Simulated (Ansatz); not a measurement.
The inner images of a band of ClF2GeH + H2S (8 atoms, charge 0, multiplicity 1) are given out of order.

Level of theory: RKS BLYP-D4/def2-SVP (Ansatz 0.2.0).

Initial state:

```xyz
8
Properties=species:S:1:pos:R:3
Ge -0.123 0.178 -0.158
F -0.296 0.159 1.587
H 1.344 0.135 -0.605
F -0.818 1.716 -0.619
Cl -1.421 -1.348 -0.981
S 1.419 -2.698 1.244
H 0.254 -3.232 0.782
H 0.752 -1.938 2.158
```

Final state:

```xyz
8
Properties=species:S:1:pos:R:3
Ge 0.035 -0.581 -0.377
F 1.080 0.223 2.258
H 1.181 0.431 -0.546
F -1.369 0.125 0.401
Cl -0.705 -1.227 -2.325
S 0.648 -2.414 0.819
H -0.635 -2.879 0.876
H 0.878 -0.705 2.301
```

Question: Put them in order from the first end to the last, with their energies above the first end.
A.
```xyz
8
Properties=species:S:1:pos:R:3
Ge -0.057 0.093 -0.150
F -0.192 0.016 1.606
H 1.401 0.239 -0.613
F -0.935 1.573 -0.446
Cl -1.223 -1.427 -1.166
S 1.277 -2.696 1.177
H -0.007 -3.095 0.956
H 0.848 -1.732 2.042
```
B.
```xyz
8
Properties=species:S:1:pos:R:3
Ge 0.116 -0.300 -0.143
F 0.110 -0.051 1.891
H 1.464 0.259 -0.646
F -0.971 1.086 -0.098
Cl -1.096 -1.511 -1.527
S 1.069 -2.369 0.997
H -0.127 -3.021 0.971
H 0.547 -1.122 1.961
```
C.
```xyz
8
Properties=species:S:1:pos:R:3
Ge 0.106 -0.553 -0.385
F 0.802 0.220 2.386
H 1.320 0.315 -0.772
F -1.133 0.444 0.352
Cl -0.931 -1.403 -2.106
S 0.760 -2.326 0.880
H -0.394 -3.020 0.666
H 0.582 -0.705 2.386
```
D.
```xyz
8
Properties=species:S:1:pos:R:3
Ge 0.040 -0.089 -0.100
F -0.004 0.018 1.710
H 1.444 0.241 -0.639
F -0.994 1.312 -0.242
Cl -1.122 -1.476 -1.346
S 1.146 -2.504 1.094
H -0.108 -3.029 0.983
H 0.710 -1.500 1.950
```
E.
```xyz
8
Properties=species:S:1:pos:R:3
Ge 0.137 -0.465 -0.311
F 0.355 0.074 2.251
H 1.421 0.258 -0.769
F -1.004 0.796 0.127
Cl -1.066 -1.488 -1.822
S 0.944 -2.318 0.863
H -0.227 -3.013 0.839
H 0.551 -0.872 2.229
```

Answer: A (+0.06 eV), D (+0.46 eV), B (+1.06 eV), E (+0.65 eV), C (+0.34 eV).

Run time: 78 s on 4 threads of Arm Neoverse V1 (shared host), peak memory 0.17 GiB.
